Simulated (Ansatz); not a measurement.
Consider the formal exchange of groups at a Te–C bond: `CC[TeH]` + `[SiH3][SeH]` → `[SeH][SiH2][TeH]` + ethane.

Isolated molecules relaxed with PBE0-D4/def2-TZVP in Ansatz; ΔE leaves out vibrations. CCSD(T)/CBS adds triple-zeta CCSD(T) − MP2 to the extrapolated MP2 energy (def2 sets, frozen cores). This one scheme is used for every species. Functionals use def2-TZVPP. Elements past krypton have def2 core potentials. For Se, Te outer-core shells are correlated without core-valence functions, which leaves a few kJ/mol of doubt a bond. Scalar relativity is left out up to krypton. Each species was taken in one conformer, which may not be the lowest.

| level | ΔE (eV) |
| --- | --- |
| PBE-D4 | -1.08 |
| r2SCAN-D4 | -1.08 |
| ωB97X-V | -1.03 |
| B2PLYP | -1.02 |
| CCSD(T)/def2-SVP | -1.03 |
| SCS-MP2/def2-TZVPP | -0.98 |
| CCSD(T)/def2-TZVPP | -0.98 |
| MP2/def2-QZVPP | -1.05 |

(1) What does CCSD(T)/CBS give? (Estimate.)

Largest T1 diagnostic among the species: 0.010.

## Answers

(1) The calculation gave: -1.02 eV. The listed levels differ from it by -0.06, -0.06, -0.01, 0.00, -0.01, 0.04, 0.04, -0.03 eV.

From BLYP to BHLYP (50 % exact exchange), in def2-TZVPP and without D4, ΔE moves by −0.05 eV. Leaving LDA and LC-ωPBE aside and taking each functional with its dispersion term where it has one, the values, not all of them listed here, spread over 0.11 eV, from HSE06-D4 to BLYP-D4.
